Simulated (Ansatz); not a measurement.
`[SiH3][O][SnH3]` and `CO[SiH3]` differ in one atom or group.

Ansatz, PBE0-D4/def2-TZVP geometries, multiplicity 1. 

Elements past krypton have def2 core potentials.

| property | `[SiH3][O][SnH3]` |
| --- | --- |
| LUMO energy (B3LYP/def2-TZVPP) / eV | -1.00 |
| LUMO energy (PBE/def2-TZVPP) / eV | -1.57 |
| LUMO energy (PBE0/def2-TZVPP) / eV | -0.76 |
| HOMO energy (PBE0/def2-TZVPP) / eV | -8.25 |
| HOMO–LUMO gap (B3LYP/def2-TZVPP) / eV | 7.04 |
| HOMO–LUMO gap (PBE0/def2-TZVPP) / eV | 7.49 |

(1) Give the same properties after the change, and the shifts. (Best estimate.)

Answers

(1) Ansatz gave: 
```csv
property,`CO[SiH3]`,shift
LUMO energy (B3LYP/def2-TZVPP) / eV,0.06,1.06
LUMO energy (PBE/def2-TZVPP) / eV,-0.59,0.98
LUMO energy (PBE0/def2-TZVPP) / eV,0.29,1.05
HOMO energy (PBE0/def2-TZVPP) / eV,-8.19,0.06
HOMO–LUMO gap (B3LYP/def2-TZVPP) / eV,8.03,0.99
HOMO–LUMO gap (PBE0/def2-TZVPP) / eV,8.48,0.99
```

With PBE0 the HOMO rises by 0.06 eV and the LUMO rises by 1.05 eV, so the gap widens by about 0.99 eV. PBE moves the HOMO by 0.16 eV and ωB97M-V by -0.01 eV.

B3LYP here is the variant with VWN-RPA as its local correlation; programs differ in this.
